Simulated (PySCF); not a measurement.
Coordinates in bohr (charge 0 multiplicity 1):
```
Bi    0.0000    0.0000    0.0000
Cl    0.0000    0.0000    4.6579
Cl    0.0000    0.0000   -4.6579
Cl    4.6134    0.0000    0.0000
Cl   -2.3067    3.9954    0.0000
Cl   -2.3067   -3.9953    0.0000
```

Method: PBE0/[Bi def2-SVP with ECP60, Cl def2-SVP], scalar-relativistic core potentials, density fitting, no spin–orbit coupling, PySCF.

This geometry of BiCl5 is a stationary point at this level.

(1) What is the point group?

(2) Is it a minimum?

(3) List the harmonic modes with their infrared intensities.

(4) Give the atomic charges and bond orders.

## Answers

(1) D3h.

(2) Yes: all harmonic wavenumbers are real, though the softest, 46 cm⁻¹, leaves little margin.

(3) 
```tsv
symmetry	ω (cm⁻¹)	IR (km/mol, summed over degenerate members)	type
e'	46	0.1	bend
e'	127	20.8	bend
a2''	138	14.1	bend
e''	139	0.0	bend
a1'	305	0.0	stretch
a1'	321	0.0	stretch
a2''	337	49.2	stretch
e'	347	84.1	stretch
```

(4) 
| atom | Mulliken | Löwdin | polar tensor | Mayer order to Bi1 |
| --- | --- | --- | --- | --- |
| Bi1 | 1.06 | 0.38 | 2.19 | – |
| Cl2,3 | -0.23 | -0.10 | -0.43 | 0.81 |
| Cl4,5,6 | -0.20 | -0.06 | -0.44 | 0.89 |

With an element this heavy the missing spin–orbit coupling can shift these numbers.
